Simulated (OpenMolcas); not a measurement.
## Ar IV: Slater's ratio, worked from levels

| Quantity | Value |
| --- | --- |
| Program | OpenMolcas |
| Basis | ANO-R2 [5s4p3d1f] |
| Scalar Hamiltonian | X2C, finite nucleus |
| Active space | 5 electrons in 4 orbitals (3s 3p) |
| State averaging | 2S+1 = 4 odd, 1 root; 2S+1 = 2 odd, 8 roots; 2S+1 = 4 even, 3 roots; 2S+1 = 2 even, 9 roots |
| Spin-orbit coupling | RASSI with atomic mean-field integrals over the reference wave functions, term energies averaged over their components |

Methods: CASSCF; SS-CASPT2, IPEA 0.25 Eh, imaginary shift 0.1 Eh (closed shells correlated: 2s 2p). Measured levels: Saloman, J. Phys. Chem. Ref. Data 39, 033101 (2010).

**Slater's ratio.** With one set of orbitals, p3 has ²D° - ⁴S° = 9 F2 and ²P° - ²D° = 6 F2 (F2 = F²/25), a ratio of 2/3. Term energies are centres of gravity, weighted by 2J + 1.

```tsv
Source	²D° - ⁴S°	²P° - ⁴S°	F2 from the first	Ratio
CASSCF	26028	36398	2892	0.398
SS-CASPT2	22124	36041	2458	0.629
measured	21168	34973	2352	0.652
```

Energies in cm-1. A ratio away from 2/3 shows effects beyond one configuration with one set of orbitals, and in heavier atoms second-order spin-orbit shifts. In CASSCF the valence s occupation is 1.95 in ²P° against 2.00 in ²D°: mixing out of s² acts most on ²P° and pulls it down.

Term energies are means over components that CASPT2 splits; among the terms shown or strongly mixed into the levels shown the widest spread is 230 cm-1 (3s² 3p³ ²D°, SS-CASPT2). Over all roots computed the reference weight is 0.88 to 0.96 in SS-CASPT2; the roots of lowest weight are the least certain, and an intruder state may touch them. Measured partners are found by configuration, term and J. A level has none where our copy of the source lacks it or the pairing is in doubt (some pairs that miss far off the trend of their configuration count as doubtful), and it then counts in no deviation. Only configurations of the active space appear.

° marks odd parity.
